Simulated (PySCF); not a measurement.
Isomers of [C6H12N]+ (charge +1), from PySCF, PBE0-D3(BJ)/def2-SVP geometry optimisation, gas phase. One conformer each, no zero-point energy, no frequencies.

Task: Which isomer lies lower at this level?
A. `C=C=C[N+](C)(C)C`: A = 4602, B = 1645, C = 1637 MHz, dipole 1.87 D
B. `[CH2:1]=[CH:2][CH2:3][CH2:4][N+:5](=[CH2:6])[CH3:7]` (charge +1) with C1–C2–C3–C4 94°, C2–C3–C4–N5 55°, C3–C4–N5–C6 -93°: A = 4635, B = 1650, C = 1452 MHz, dipole 4.24 D

Result: B. That is `C=CCC[N+](=C)C`, 19.2 kcal/mol below the other.

```tsv
SMILES	mapped SMILES	E (Eh)	relative (kcal/mol)	relative (kJ/mol)	dipole about centre of mass (D)
C=CCC[N+](=C)C	[CH2:1]=[CH:2][CH2:3][CH2:4][N+:5](=[CH2:6])[CH3:7]	-289.77833	0.0	0.0	4.24
C=C=C[N+](C)(C)C	[CH2:1]=[C:2]=[CH:3][N+:4]([CH3:5])([CH3:6])[CH3:7]	-289.74767	19.2	80.5	1.87
```
